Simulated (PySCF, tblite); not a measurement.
Compound: C4H7O2P.
Geometry (GFN2-xTB, Å), atoms numbered from 1 in this order:
```xyz
14
C4H7O2P angstrom
C     -1.0952    1.4861    0.2815
O     -0.2764    0.4362   -0.1712
C     -0.5336   -0.8264    0.3985
C      0.6677   -1.6993    0.0915
P      2.2467   -0.8256    0.6323
C      1.7820    0.7463    0.3875
O      1.8889    1.9092    0.3881
H     -2.1013    1.3982   -0.1400
H     -0.6320    2.4090   -0.0645
H     -1.1602    1.4990    1.3748
H     -0.6765   -0.7321    1.4847
H     -1.4458   -1.2546   -0.0404
H      0.7318   -1.8936   -0.9809
H      0.6034   -2.6529    0.6160
```

Computed, not measured: CAM-B3LYP/def2-SVPD in PySCF (dipole) on a GFN2-xTB geometry, gas phase.

Take the most abundant isotopes and a rigid rotor. The values belong to one conformer with, in the numbering `[CH3:1][O:2][CH2:3][CH2:4][P:5]=[C:6]=[O:7]`, C1–O2–C3–C4 -164°, O2–C3–C4–P5 52°, C3–C4–P5–C6 -31°.

Question: What are A, B and C (GHz)?

Answer: Ia = 172.43, Ib = 230.64, Ic = 383.81 u·Å²; 505379 MHz·u·Å²/I gives 2931, 2191 and 1317 MHz, that is A = 2.9309, B = 2.1912, C = 1.3168 GHz.

Question: What kind of rotor is it?

Answer: An asymmetric top; Ray's κ = 0.084.

Question: Is it planar, by Δ = Ic − Ia − Ib?

Answer: Not planar: Δ = Ic − Ia − Ib = -19.27 u·Å². For a rigid frame Δ = −2 Σ m c², so Σ m c² = 9.63 u·Å² lies off the ab plane: 5.29 from hydrogen and 4.35 from heavier atoms. The atom farthest from that plane is 1.32 Å away.

Question: Give the other two planar moments, Paa and Pbb, and the rms extents of the mass along the axes.

Answer: Paa = Σ m a² = (Ib + Ic − Ia)/2 = 221.01 and Pbb = Σ m b² = (Ia + Ic − Ib)/2 = 162.80 u·Å². With the mass M = 118.02 u, the rms extents √(P/M) along a, b and c are 1.37, 1.17, 0.29 Å.

Question: Which lines would a microwave search look for?

Answer: The dipole components are |μa| = 2.18 D, |μb| = 3.14 D, |μc| = 0.58 D. Intensities carry the squares of the components, which stand as 0.48 : 1.00 : 0.03 (a : b : c). Some lines, for components of 0.1 D or more:

| type | branch | J(Ka,Kc) | MHz | lower level (cm⁻¹) |
| --- | --- | --- | --- | --- |
| c | Q | 1(1,1) ← 1(0,1) | 740 | 0.117 |
| a | Q | 1(1,0) ← 1(1,1) | 874 | 0.142 |
| b | Q | 2(2,0) ← 2(1,1) | 2664 | 0.434 |
| b | Q | 3(2,1) ← 3(1,2) | 3077 | 0.816 |
| b | R | 1(1,1) ← 0(0,0) | 4248 | 0.000 |
| b | Q | 3(3,0) ← 3(2,1) | 4513 | 0.918 |
| b | Q | 2(2,1) ← 2(1,2) | 4842 | 0.347 |
| a | Q | 3(1,2) ← 3(1,3) | 5082 | 0.646 |
| b | R | 2(0,2) ← 1(1,1) | 5831 | 0.142 |
| a | R | 2(1,2) ← 1(1,1) | 6141 | 0.142 |
| b | Q | 3(2,2) ← 3(1,3) | 6388 | 0.646 |
| b | R | 2(1,2) ← 1(0,1) | 6881 | 0.117 |
| a | R | 2(1,1) ← 1(1,0) | 7890 | 0.171 |
| b | R | 3(0,3) ← 2(1,2) | 8888 | 0.347 |
| a | R | 3(1,3) ← 2(1,2) | 8979 | 0.347 |
| a | R | 3(0,3) ← 2(0,2) | 9199 | 0.336 |
| b | R | 3(1,3) ← 2(0,2) | 9289 | 0.336 |
| c | R | 2(2,0) ← 1(1,0) | 10555 | 0.171 |
| c | R | 2(2,1) ← 1(1,1) | 10984 | 0.142 |
| b | R | 2(2,0) ← 1(1,1) | 11429 | 0.142 |
| a | R | 3(1,2) ← 2(1,1) | 11437 | 0.434 |
| a | R | 3(2,1) ← 2(2,0) | 11849 | 0.523 |
| c | R | 3(1,2) ← 2(0,2) | 14371 | 0.336 |
| c | R | 3(2,1) ← 2(1,1) | 14513 | 0.434 |
| b | R | 3(3,1) ← 2(2,0) | 16197 | 0.523 |
| c | R | 3(3,0) ← 2(2,0) | 16362 | 0.523 |
| c | R | 3(3,1) ← 2(2,1) | 16642 | 0.508 |

Its GFN2-xTB frequencies are all real (lowest 69 cm⁻¹). Zero-point vibration and centrifugal distortion are left out. A rigid rotor knows nothing of internal rotation, which can split or shift real lines.
